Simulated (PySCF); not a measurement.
One of the candidates below gave these computed data.

All candidates are C6H14SSi2.

- Rotational structure: rotational constants A, B, C: 4.348, 0.265, 0.256 GHz [GFN2-xTB]
- Dipole: 1.38 D [PBE0/pcSseg-1]
- 1H NMR: chemical shifts (computed TMS as zero) by class: 4.61 (2 H), 4.09 (2 H), 2.52 (2 H), 1.96 (3 H), 1.71 (2 H), 1.32 (3 H) ppm [GIAO PBE0/pcSseg-1]
- NMR, other nuclei: isotropic shieldings of nuclei other than C and H, by class: 405 (1 Si), 419 (1 Si), 671 (1 S) ppm [GIAO PBE0/pcSseg-1]
- 13C NMR: chemical shifts (computed TMS as zero) by class: 82.9 (1 C), 81.9 (1 C), 33.6 (1 C), 18.5 (1 C), 4.9 (1 C), 1.8 (1 C) ppm [GIAO PBE0/pcSseg-1]

The electronic properties come from PySCF, for the isolated species, density fitting. Levels stand in brackets. One conformer (not necessarily the lowest) at the GFN2-xTB geometry, without solvent, vibrations or thermal averaging. NMR classes are plain means over equivalent atoms (diastereotopic ones count apart unless rotation or inversion swaps them), as if these changed places fast.

**Question.** Which candidate is it?
A. `CC#CCC[SiH2]SC[SiH3]`
B. `[SiH3]C[C@@H]1C[C@@]12C[C@@H]2S[SiH3]`
C. `CC#CC[SiH2][SiH2]SCC`
D. `C[C@@H]1[C@@H]2C[C@@]1(C)[SiH2]S[SiH2]2`

**Answer.** C. It is `CC#CC[SiH2][SiH2]SCC`. Numbering: `[CH3:1][C:2]#[C:3][CH2:4][SiH2:5][SiH2:6][S:7][CH2:8][CH3:9]`. Its formula, C6H14SSi2, gives 2 degrees of unsaturation: 0 rings and 2 π bonds in the structure found. 6 carbons fall into 6 classes; from least to most shielded: alkyne carbon [C3] (82.9 ppm), alkyne carbon [C2] (81.9 ppm), sp3 carbon bound to sulfur [C8] (33.6 ppm), methyl carbon [C9] (18.5 ppm), propargylic carbon [C1] (4.9 ppm), sp3 carbon bound to silicon [C4] (1.8 ppm). Hydrogen classes from least to most shielded: 2 H on an SiH2 silicon, Si6 (4.61 ppm), 2 H on an SiH2 silicon, Si5 (4.09 ppm), 2 H on an sp3 carbon bound to sulfur, C8 (2.52 ppm), 3 H on a propargylic carbon, C1 (1.96 ppm), 2 H on an sp3 carbon bound to silicon, C4 (1.71 ppm), 3 H on a methyl carbon, C9 (1.32 ppm). The other shieldings belong to: 405 ppm, SiH2 silicon [Si6]; 419 ppm, SiH2 silicon [Si5]; 671 ppm, sulfur bonded to C and Si [S7]. The optimised geometry has point group C1 and is an asymmetric top.

The others, at the same levels:
- `CC#CCC[SiH2]SC[SiH3]` fails: its computed 13C shifts are 86.2 (1 C), 85.9 (1 C), 17.2 (1 C), 14.6 (1 C), 9.6 (1 C), 4.7 (1 C) ppm, 1H shifts are 4.88 (2 H), 4.02 (3 H), 2.55 (2 H), 1.96 (3 H), 1.66 (2 H), 1.21 (2 H) ppm and rotational constant A is 2.285 GHz (against 4.348 GHz).
- `C[C@@H]1[C@@H]2C[C@@]1(C)[SiH2]S[SiH2]2` fails: its computed 13C shifts are 35.6 (1 C), 30.1 (1 C), 24.6 (1 C), 22.1 (1 C), 19.7 (1 C), 17.6 (1 C) ppm, 1H shifts are 5.05 (1 H), 5.04 (1 H), 4.93 (1 H), 4.83 (1 H), 2.15 (1 H), 2.04 (1 H), 1.94 (1 H), 1.21 (3 H), 1.10 (1 H), 1.02 (3 H) ppm and rotational constant A is 1.450 GHz (against 4.348 GHz).
- `[SiH3]C[C@@H]1C[C@@]12C[C@@H]2S[SiH3]` fails: its computed 13C shifts are 27.8 (1 C), 24.0 (1 C), 21.6 (1 C), 18.4 (1 C), 17.3 (1 C), 16.2 (1 C) ppm, 1H shifts are 4.53 (3 H), 3.74 (3 H), 2.35 (1 H), 1.59 (1 H), 1.30 (1 H), 1.22 (1 H), 1.01 (1 H), 1.00 (1 H), 0.88 (1 H), 0.35 (1 H) ppm and rotational constant A is 1.298 GHz (against 4.348 GHz).

Each candidate is one conformer, not necessarily the lowest. The conformers computed, where there is a choice (atom-mapped SMILES and torsion angles):
- `[CH3:1][C:2]#[C:3][CH2:4][SiH2:5][SiH2:6][S:7][CH2:8][CH3:9]`: C3–C4–Si5–Si6 -172°, C4–Si5–Si6–S7 -150°, Si5–Si6–S7–C8 -162°, Si6–S7–C8–C9 -69°
- `[CH3:1][C:2]#[C:3][CH2:4][CH2:5][SiH2:6][S:7][CH2:8][SiH3:9]`: C3–C4–C5–Si6 63°, C4–C5–Si6–S7 175°, C5–Si6–S7–C8 -176°, Si6–S7–C8–Si9 179°
- `[SiH3:1][CH2:2][C@@H:3]1[CH2:4][C@@:5]12[CH2:6][C@@H:7]2[S:8][SiH3:9]`: Si1–C2–C3–C4 157°, C6–C7–S8–Si9 -156°

The conformers of `C[C@@H]1[C@@H]2C[C@@]1(C)[SiH2]S[SiH2]2` aren't listed.
